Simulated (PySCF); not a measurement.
**Radial density of B²⁺ (boron, charge +2)**

UHF, [He] 2s1, 2S determinant. Calculation: PySCF 2.14, in def2-TZVP (5s3p2d1f, 31 functions); no relativity, point nucleus.

```json
{"r (bohr)": "0.00489", "4πr²ρ (e/bohr)": "0.02044", "4πr²(ρα − ρβ)": "0.0008"}
{"r (bohr)": "0.00823", "4πr²ρ (e/bohr)": "0.05611", "4πr²(ρα − ρβ)": "0.0021"}
{"r (bohr)": "0.0138", "4πr²ρ (e/bohr)": "0.1497", "4πr²(ρα − ρβ)": "0.0055"}
{"r (bohr)": "0.0233", "4πr²ρ (e/bohr)": "0.3860", "4πr²(ρα − ρβ)": "0.0140"}
{"r (bohr)": "0.0392", "4πr²ρ (e/bohr)": "0.9320", "4πr²(ρα − ρβ)": "0.0332"}
{"r (bohr)": "0.0659", "4πr²ρ (e/bohr)": "2.027", "4πr²(ρα − ρβ)": "0.0700"}
{"r (bohr)": "0.111", "4πr²ρ (e/bohr)": "3.689", "4πr²(ρα − ρβ)": "0.1185"}
{"r (bohr)": "0.186", "4πr²ρ (e/bohr)": "5.021", "4πr²(ρα − ρβ)": "0.1335"}
{"r (bohr)": "0.314", "4πr²ρ (e/bohr)": "4.237", "4πr²(ρα − ρβ)": "0.0516"}
{"r (bohr)": "0.527", "4πr²ρ (e/bohr)": "1.677", "4πr²(ρα − ρβ)": "0.0090"}
{"r (bohr)": "0.887", "4πr²ρ (e/bohr)": "0.5737", "4πr²(ρα − ρβ)": "0.3848"}
{"r (bohr)": "1.49", "4πr²ρ (e/bohr)": "0.6679", "4πr²(ρα − ρβ)": "0.6654"}
{"r (bohr)": "2.51", "4πr²ρ (e/bohr)": "0.1989", "4πr²(ρα − ρβ)": "0.1989"}
{"r (bohr)": "4.22", "4πr²ρ (e/bohr)": "0.005349", "4πr²(ρα − ρβ)": "0.0053"}
```
